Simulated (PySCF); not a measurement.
This PySCF input asks for the NMR shieldings of `InChI=1S/C6H10OP2S/c1-3-4-9(10,5-8)6(2)7/h1H,4-5,8H2,2H3/t9-/m1/s1`; the geometry comes from GFN2-xTB.

```python
import basis_set_exchange as bse
import numpy as np
from pyscf import gto, dft
from pyscf.prop import nmr

atoms = """
C     3.446149   -0.993867    0.161012
C     2.353942   -1.046016   -0.326848
C     1.012358   -1.076391   -0.858130
P    -0.089226   -0.298304    0.422714
S    -0.201083   -1.189137    2.136880
C     0.471018    1.450159    0.426439
P     0.179844    2.305353   -1.224879
C    -1.723295   -0.160035   -0.508789
C    -2.666377   -1.281611   -0.264222
O    -1.923794    0.804934   -1.195530
H     4.415346   -0.969263    0.561185
H     0.941650   -0.503857   -1.789252
H     0.687263   -2.109869   -1.018487
H     1.550807    1.405065    0.614810
H    -0.006998    1.970460    1.261642
H    -0.897821    3.077866   -0.822773
H     1.090074    3.328882   -0.921299
H    -2.170088   -2.225060   -0.497647
H    -3.578524   -1.172404   -0.846226
H    -2.896393   -1.306228    0.802340
"""
names = dict.fromkeys(["C", "P", "S", "O", "H"], "pcSseg-1")
basis = {el: gto.basis.parse(bse.get_basis(n, elements=[el], fmt="nwchem")) for el, n in names.items()}
mol = gto.M(atom=atoms, basis=basis, charge=0, verbose=0)
mf = dft.RKS(mol, xc="PBE0")
mf.grids.level = 2
mf.grids.alignment = dft.numint.BLKSIZE   # the property module wants whole blocks of grid points
mf.conv_tol = 1e-9
mf.kernel()

calc = nmr.RKS(mf)   # GIAO
C = mf.mo_coeff
Co = C[:, mf.mo_occ > 0]
resp = mf.gen_response(singlet=True, hermi=2)
def vind(x):   # induced exchange potential for any number of trial vectors
    d = np.einsum("pi,xij,qj->xpq", C, 2 * x.reshape(-1, C.shape[1], Co.shape[1]), Co, optimize=True)
    return np.einsum("xpq,pi,qj->xij", resp(d - d.transpose(0, 2, 1)), C, Co, optimize=True).ravel()
mo1, _ = nmr.rhf.solve_mo1(calc, with_cphf=vind)
sigma = calc.kernel(mo1)
for i, s in enumerate(sigma):   # ppm
    print("%2d %-2s %9.2f" % (i, mol.atom_pure_symbol(i), np.trace(s) / 3))
```

Problem. What are the results?

Solution. 
```
 0 C     105.33
 1 C     108.23
 2 C     162.07
 3 P     297.64
 4 S     744.66
 5 C     165.12
 6 P     508.07
 7 C     -41.44
 8 C     155.29
 9 O    -390.05
10 H      30.09
11 H      28.08
12 H      29.21
13 H      29.15
14 H      29.22
15 H      28.39
16 H      28.71
17 H      29.19
18 H      29.75
19 H      27.75
```

These numbers come from an equivalent density-fitted implementation of the same equations, which agrees with the script to about 0.01 ppm for H and up to a few tenths of a ppm for heavy atoms, so last digits may differ.

Problem. Turn these shieldings into chemical shifts. Referencing at the same level of theory: ¹³C (σref 186.93), ¹H (σref 31.72) against TMS; H3PO4 for ³¹P (σref 318.38); ³³S (σref 503.73) against CS2; ¹⁷O (σref 336.08) vs H2O.

Solution. Averaging equivalent atoms: C 7: 228.4; C 0: 81.6; C 1: 78.7; C 8: 31.6; C 2: 24.9; C 5: 21.8; P 3: 20.7; P 6: -189.7; S 4: -241; O 9: 726.1; H 11: 3.64; H 15/16: 3.17; H 17/18/19: 2.82; H 13: 2.57; H 12: 2.51; H 14: 2.50; H 10: 1.62 ppm. Unscaled 17O shifts of doubly bonded oxygen tend to come out too high, by tens of ppm or more. Experimental scales use liquid or dissolved standards, which lie at an offset from isolated H2O (liquid H2O: subtract about 36 ppm) and H3PO4.

Size and cost of the density-fitted run: 241 basis functions, 84 s wall time on 1 thread of an Arm Neoverse V1, shared host; peak memory 1.1 GiB.
